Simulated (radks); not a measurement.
Valence configurations of the phosphorus ion P2+ (all share [Ne]). Method: scalar-relativistic Kohn-Sham, PBEsol, spin-polarised, spherical densities, finite nucleus; open shells are filled with parallel spins first; Fermi nuclear charge, rms radius 3.1889 fm; computed with a radial shooting solver on a logarithmic mesh with Libxc functionals. Energies are relative to 3s2 3p1; eigenvalues in eV for spin up.

3s2 3p1: E (eV) 0.000; moment (Bohr magnetons) 1; e(3p) -24.825; e(3s) -34.502
3s1.5 3p1.5: E (eV) 3.759; moment (Bohr magnetons) 2; e(3p) -25.560; e(3s) -35.319
3s1 3p2: E (eV) 6.741; moment (Bohr magnetons) 3; e(3p) -26.149; e(3s) -35.998
3s0.5 3p2.5: E (eV) 11.669; moment (Bohr magnetons) 3; e(3p) -26.417; e(3s) -36.281
3p3: E (eV) 16.604; moment (Bohr magnetons) 3; e(3p) -26.677

NIST lists [Ne] 3s2 3p1 as the ground configuration; this level of theory agrees among the configurations tried. The energies are those of spherical high-spin densities, not of single terms.
